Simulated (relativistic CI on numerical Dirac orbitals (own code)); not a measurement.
**Calculated levels, Ce55+**

These numbers are calculated, not measured: Dirac-Coulomb-Breit CI, KLI orbitals optimised for each configuration, model QED (radiative potential, 1s self-energy scaled to tabulated hydrogen-like ionisation energies), unscaled Slater integrals (own radial code, finite nucleus).

Configuration list (outside the closed core 1s2): 2s, 2p, 3s, 3p, 3d, 4s, 4p, 4d, 4f, 5s, 5p, 5d, 5f, 5g. Levels of other configurations are missing.

The lowest level is 2s ²S1/2, with 100 % of that term; Hund's rules for 2s give ²S with J = 1/2, in agreement.

```csv
No.,Configuration,Term,J,E (10³ cm⁻¹),%,jj configuration (%)
1,2s,²S,1/2,0.0,100,2s (100)
2,2p,²P°,1/2,1071.3,100,2p1/2 (100)
3,2p,²P°,3/2,5174.5,100,2p3/2 (100)
4,3s,²S,1/2,52036.2,100,3s (100)
5,3p,²P°,1/2,52330.4,100,3p1/2 (100)
6,3p,²P°,3/2,53550.5,100,3p3/2 (100)
7,3d,²D,3/2,53638.6,100,3d3/2 (100)
8,3d,²D,5/2,54004.5,100,3d5/2 (100)
9,4s,²S,1/2,69956.8,100,4s (100)
10,4p,²P°,1/2,70076.8,100,4p1/2 (100)
11,4p,²P°,3/2,70589.5,100,4p3/2 (100)
12,4d,²D,3/2,70626.5,100,4d3/2 (100)
13,4d,²D,5/2,70781.4,100,4d5/2 (100)
14,4f,²F°,5/2,70783.1,100,4f5/2 (100)
15,4f,²F°,7/2,70859.2,100,4f7/2 (100)
16,5s,²S,1/2,78152.4,100,5s (100)
17,5p,²P°,1/2,78212.8,100,5p1/2 (100)
18,5p,²P°,3/2,78474.1,100,5p3/2 (100)
19,5d,²D,3/2,78493.0,100,5d3/2 (100)
20,5d,²D,5/2,78572.4,100,5d5/2 (100)
21,5f,²F°,5/2,78573.3,100,5f5/2 (100)
22,5g,²G,7/2,78612.3,100,5g7/2 (100)
23,5f,²F°,7/2,78612.3,100,5f7/2 (100)
24,5g,²G,9/2,78635.5,100,5g9/2 (100)
```

Energies count from the lowest computed level; ° marks odd parity. Filled j subshells are mostly left out of the jj labels.

The mean weight of the leading LS term, summed over parents, in these 24 levels is 100 %, and that of the leading jj configuration (from the same eigenvectors) 100 %.

At this charge energies of transitions that change n are usually good to better than 1 %, and those within a shell (Δn = 0) to a few per cent.
